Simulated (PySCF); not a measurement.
Dipole moment and polarisability of `ClC1=C[SiH2][SiH2]CC1`

Species: C4H9ClSi2.
SMILES with atom numbers: `[Cl:1][C:2]1=[CH:3][SiH2:4][SiH2:5][CH2:6][CH2:7]1` (hydrogens: H8 on C3; H9, H10 on Si4; H11, H12 on Si5; H13, H14 on C6; H15, H16 on C7)

Geometry (GFN2-xTB, Å), atoms numbered from 1 in this order:
```xyz
16
C4H9ClSi2 angstrom
Cl     2.3802    2.1535    0.7880
C      1.0518    1.1929    0.1693
C     -0.1472    1.7437    0.0477
Si    -1.6694    0.8106   -0.5572
Si    -1.1732   -1.3880   -0.0565
C      0.6197   -1.2667    0.5932
C      1.4396   -0.2168   -0.1709
H     -0.2644    2.7776    0.3410
H     -2.8266    1.4078    0.1218
H     -1.8413    1.0964   -1.9899
H     -1.9882   -2.0585    0.9637
H     -1.1595   -2.2817   -1.2255
H      0.6293   -1.0134    1.6542
H      1.1266   -2.2279    0.5015
H      1.3153   -0.3709   -1.2477
H      2.4998   -0.3497    0.0557
```

Level: CAM-B3LYP/def2-SVPD (PySCF), static field, nuclei fixed, core orbitals frozen in the response. The polarisability tensor in these axes (au):

```
x   131.48   7.04  11.94
y     7.04 117.79   1.35
z    11.94   1.35  90.81
```

Task: Diagonalise the tensor; give its mean and Δα, where Δα² is half the sum of the squared differences of the eigenvalues.

Result: Principal values 87.55, 115.19 and 137.34 au; mean 113.36 au = 16.80 Å³ = 18.69 × 10⁻⁴⁰ C²·m²/J; Δα = 43.21 au (38 % of the mean).

Task: What is the dipole moment, and where does it point?

Result: (-0.57, -1.23, -0.26) D, 1.38 D in size, pointing from the negative to the positive side. Measured along this direction, the outermost atoms are Cl1 at the negative end and H12 at the positive end.

Task: In TDDFT the mean static polarisability is Σ f/ω² over all singlet excitations (ω in hartree). How much of it do the 8 lowest give? Their energies (eV) and oscillator strengths: 6.03, 0.2105; 6.45, 0.0126; 6.46, 0.0223; 6.51, 0.0173; 6.94, 0.0510; 6.99, 0.0144; 7.09, 0.0074; 7.11, 0.0019.

Result: They add up to 6.34 au, 5.6 % of the 113.36 au; the largest single term is 4.28 au, from the state at 6.03 eV. Terms in order: 4.28, 0.22, 0.40, 0.30, 0.78, 0.22, 0.11, 0.03 au. Higher excitations give the rest. The strengths listed sum to 0.337.

Task: Directions of the eigenvectors, and the extent of the frame along each?

Result: Largest value along (0.91, 0.34, 0.24), where the nuclei span 5.37 Å; middle along (-0.33, 0.94, -0.11), 5.17 Å; least along (-0.27, 0.02, 0.96), 2.98 Å. The response follows the extents in order.

Task: In a dilute gas of rigid molecules at 250 K, how does the orientational term μ²/3kT compare with the electronic polarisability?

Result: In Gaussian units μ²/3kT = 18.42 Å³ against 16.80 Å³, a ratio of 1.10; the Debye molar polarisation (4π/3)N_A(α + μ²/3kT) is 88.8 cm³/mol, leaving out the vibrational part.

Geometry: GFN2-xTB, one conformer, isolated molecule.
